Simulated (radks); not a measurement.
Results of a calculation; reference values are marked as such.
Q: The cadmium ion Cd7+ is in [Kr] 4d(3/2: 4, 5/2: 1). Code: a radial shooting solver on a logarithmic mesh with Libxc functionals. Model: Dirac Kohn-Sham, PBE, spin-unpolarised, spherical densities, finite nucleus; Fermi nuclear charge, rms radius of each element as measured or else 0.836 A^(1/3) + 0.57 fm. Sub-shells are occupied by j as written (lower j first in brackets). One electron is removed from 4p3/2, 4d3/2, 4p1/2, 4d5/2 in turn, with full relaxation. Which removal costs least, and what does each cost?

A: 4d5/2 128.69 eV; 4d3/2 129.77 eV; 4p3/2 188.81 eV; 4p1/2 195.52 eV. The 4d5/2 electron leaves first.
